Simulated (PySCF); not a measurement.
F₂Si, SMILES F[Si]F (connectivity only; charge and spin as stated), charge +1, multiplicity 2. Atoms are numbered in the order given.

```xyz
3

F      0.0000    -1.3344     0.3362
Si     0.0000     0.0000    -0.4323
F      0.0000     1.3344     0.3362
```
Charge +1, spin multiplicity 2.

The structure is a stationary point at B3LYP-D3(BJ)/def2-TZVP. The isomer is the one that the SMILES or the coordinates give; other isomers of the formula were not compared.

All values below come from PySCF with ωB97X/def2-TZVPD.

Mulliken values depend strongly on the basis, most of all with diffuse functions as here. ESP charges are fitted to the potential on shells at 1.4 to 2.0 van der Waals radii. Atomic charges (e):

```csv
atom,Mulliken,ESP fit,Mulliken spin
F1,-0.05,(withheld),0.08
Si2,1.10,(withheld),0.83
F3,-0.05,(withheld),0.08
```

Task: Complete the blanks. (An estimate is asked for; the answer gives what the named calculation found.)

Result: 
- F1, ESP fit: -0.11
- Si2, ESP fit: 1.22
- F3, ESP fit: -0.11
